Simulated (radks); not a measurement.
The numbers below are computed, except where a source is named.
Isoelectronic series with 47 electrons, all held in the configuration [Kr] 4d10 5s1, which need not be the ground one along the series. Level of theory: non-relativistic Kohn-Sham, r2SCAN, spin-polarised, spherical densities, point nucleus; open shells are filled with parallel spins first (spin-orbit coupling, left out, can overturn this in heavy ions); meta-GGA in the generalised Kohn-Sham scheme (a radial shooting solver on a logarithmic mesh with Libxc functionals). Total energies (hartree) and mean radii <r> (bohr) (* marks an orbital that is empty in some or all of the ions):

| ion | E (hartree) | 5s down* | 5s up | 4d down | 4d up |
|---|---|---|---|---|---|
| Ag | -5200.07617 | 3.374 | 3.309 | 1.378 | 1.406 |
| In2+ | -5741.75425 | 2.426 | 2.425 | 1.145 | 1.158 |
| Sb4+ | -6312.60421 | 2.015 | 2.019 | 0.9992 | 1.007 |
| I6+ | -6912.46414 | 1.753 | 1.758 | 0.8936 | 0.8985 |
| Cs8+ | -7541.2450 | 1.564 | 1.570 | 0.8118 | 0.8152 |
| La10+ | -8198.8897 | 1.419 | 1.424 | 0.7456 | 0.7481 |
| Pr12+ | -8885.3586 | 1.302 | 1.307 | 0.6906 | 0.6925 |
| Pm14+ | -9600.6228 | 1.205 | 1.209 | 0.6438 | 0.6453 |
| Tb18+ | -11117.4538 | 1.053 | 1.057 | 0.5683 | 0.5693 |
| Ho20+ | -11918.9897 | 0.9915 | 0.9949 | 0.5373 | 0.5381 |
| Tm22+ | -12749.2571 | 0.9374 | 0.9406 | 0.5096 | 0.5103 |
| Lu24+ | -13608.2467 | 0.8894 | 0.8923 | 0.4848 | 0.4854 |
| Ta26+ | -14495.9511 | 0.8463 | 0.8491 | 0.4624 | 0.4629 |
| Re28+ | -15412.3640 | 0.8075 | 0.8100 | 0.4420 | 0.4425 |
| Ir30+ | -16357.4800 | 0.7723 | 0.7746 | 0.4235 | 0.4239 |

Estimate the row of Eu16+.

Answer. E (hartree) -10344.6603; 5s down* 1.123; 5s up 1.127; 4d down 0.6035; 4d up 0.6048.
